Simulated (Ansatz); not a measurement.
## C4H7B: where a starting geometry ends

The starting geometry of this gas-phase singlet was optimised with GFN2-xTB; its bonds are those of `B/C=C\C=C`.

```xyz
12

C    -0.2322   -1.6130    0.5564
C     0.0436   -1.1331   -0.6767
C    -0.9152   -0.8591   -1.7158
C    -0.5678   -0.3808   -2.9096
B    -1.6080   -1.9755    1.1415
H    -2.5981   -1.8658    0.5292
H    -1.6669   -2.3758    2.2405
H     0.6358   -1.7521    1.1947
H     1.0739   -0.9219   -0.9504
H    -1.9523   -1.0579   -1.4922
H     0.4609   -0.1735   -3.1588
H    -1.2945   -0.1792   -3.6779
```

Question: Predict what it relaxes into with PBE-D3(BJ)/def2-SVP.

Answer: It keeps its bonds, and is `B/C=C\C=C`.

The energy falls by 0.14 eV over 6 steps:

| step | E − E(last) (eV) |
| --- | --- |
| 1 | 0.139 |
| 2 | 0.012 |
| 3 | 0.000 |
| 4 | 0.000 |
| 5 | 0.000 |
| 6 | 0.000 |

Final geometry (Å):

```yaml
atoms:
  - { symbol: C, position_ang: [-0.2101, -1.6213, 0.5879] }
  - { symbol: C, position_ang: [0.0477, -1.1324, -0.6733] }
  - { symbol: C, position_ang: [-0.9235, -0.8585, -1.7145] }
  - { symbol: C, position_ang: [-0.5731, -0.3752, -2.9313] }
  - { symbol: B, position_ang: [-1.5970, -1.9782, 1.1493] }
  - { symbol: H, position_ang: [-2.6099, -1.8470, 0.4846] }
  - { symbol: H, position_ang: [-1.7081, -2.4044, 2.2848] }
  - { symbol: H, position_ang: [0.6807, -1.7573, 1.2276] }
  - { symbol: H, position_ang: [1.0966, -0.9140, -0.9565] }
  - { symbol: H, position_ang: [-1.9828, -1.0583, -1.4861] }
  - { symbol: H, position_ang: [0.4813, -0.1684, -3.1806] }
  - { symbol: H, position_ang: [-1.3227, -0.1725, -3.7112] }
```

Frequencies at the end are all real (lowest 135 cm⁻¹). Run with Ansatz 0.2.0, 8.4 s on 2 threads of Intel(R) Xeon(R) Platinum 8259CL CPU @ 2.50GHz (Skylake/Cascade Lake), on a shared host.
